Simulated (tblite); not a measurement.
Cl$_{3}$Er (SMILES [Cl][Er]([Cl])[Cl]), quartet, at a GFN2-xTB geometry (such geometries of metal compounds can be far from the true shape) (GFN-xTB holds the 4f electrons in the core, so unpaired electrons go into valence orbitals and the state isn't the physical one); GFN1-xTB (tblite).

Here is a job for tblite.
```
$ tblite run mol.xyz --method gfn1 --charge 0 --spin 3 --spin-polarized --json tblite.json --no-restart

# file mol.xyz
4

Er     0.12289701     0.36847966     0.24914132
Cl     1.86868660    -0.78311988    -0.87755418
Cl    -0.95592314    -1.39457592     1.42011854
Cl    -1.40435151     0.70377715    -1.53912964
```

Question: Write the output that tblite gives for this input, abridged.

Answer: 
```
ERROR STOP

Error termination. Backtrace:
-> Total number of electrons (24) and number unpaired electrons (3) is not compatible
xTB calculator
 | screened Coulomb repulsion
 | Coulomb electrostatics
 |  * isotropic Klopman-Ohno-Mataga-Nishimoto electrostatics
 |  * onsite third-order electrostatics
 | DFT-D3(BJ) dispersion correction
 | Interactions (1)
 | [1] spin polarization

[Fatal] Singlepoint calculation failed
```

The input was rejected before any calculation.
